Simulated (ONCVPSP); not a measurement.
## What one change does to a pseudopotential (Cu, ONCV)

* Element: Cu
* Generator: ONCVPSP 4.0.1
* Type: optimised norm-conserving Vanderbilt (ONCV)
* Functional: revPBE
* Relativity: scalar-relativistic
* Frozen core: [Ar]
* Valence charge: 11
* Reference configuration: 3d10 4s0.75 4p0.25
* Partial waves: 4s: rc 2.05 bohr, ncon 4, nbas 9, qcut 3.4 1/bohr, 2 projectors, debl 1.6 Ha; 4p: rc 2.40 bohr, ncon 5, nbas 8, qcut 3.1 1/bohr, 2 projectors, debl 0.7 Ha; 3d: rc 1.40 bohr, ncon 5, nbas 10, qcut 11.5 1/bohr, local
* Local potential: the d channel
* Core correction: none

All-electron outer shells of the reference configuration (revPBE, scalar-relativistic, ld1.x):

```csv
shell,level (eV),outermost node (bohr),outermost maximum (bohr)
3s,-115.34,0.29,0.61
3p,-72.73,0.26,0.62
3d,-5.57,–,0.60
4s,-4.95,0.89,2.24
4p,-0.98,0.97,3.61
```

Change: d: rc 1.28.

Cutoffs: the cutoffs (Ha) at which the residual kinetic energy of the hardest occupied pseudo-wave falls to 1 and 0.1 mHa per electron; they do not see the model core or the augmentation charge, which bear on the density cutoff. Errors are all-electron minus pseudo energies relative to the spin-unpolarised reference configuration.

Task: What does the change do?

Result: The potential gets harder (55 Ha and 62 Ha → 59 Ha and 81 Ha); both files keep a bound ghost (p, s); of the 3 tests that both files solve, the error grows in 0 and shrinks in 2 by more than 15 % and 0.3 meV (median size 0.6 → 0.1 meV). A smaller radius makes the pseudo-wave follow the all-electron one further in, where it bends more sharply, so more plane waves are needed.

```tsv
quantity	base	changed
cutoff, loose	55 Ha	59 Ha
cutoff, tight	62 Ha	81 Ha
loose cutoff by channel	s 5.0 Ha, p 1.5 Ha, d 55 Ha	s 5.0 Ha, p 1.5 Ha, d 59 Ha
bound ghosts	s, p	s, p
GHOST(+) flags under 300 eV	none	none
tests with a reliable result	3 of 4	3 of 4
error for 3d10 4s1 4p0, meV [ΔE -0.97 eV]	-0.2	+0.1
error for 3d10 4s0 4p0, meV [ΔE 7.04 eV]	+3.8	+2.4
error for 3d10 4s0.5 4p0, meV [ΔE 2.13 eV]	+0.6	+0.1
s: phases at 2.08 bohr within 0.05 rad from the reference energy up to (Ha; the scan ends near 5)	3.4	3.4
p: phases at 2.43 bohr within 0.05 rad from the reference energy up to (Ha; the scan ends near 5)	2.8	2.7
```

 A true bound ghost makes a file unfit for plane-wave use even where its test errors are small: the radial tests pick states by their node count and pass the ghost by.
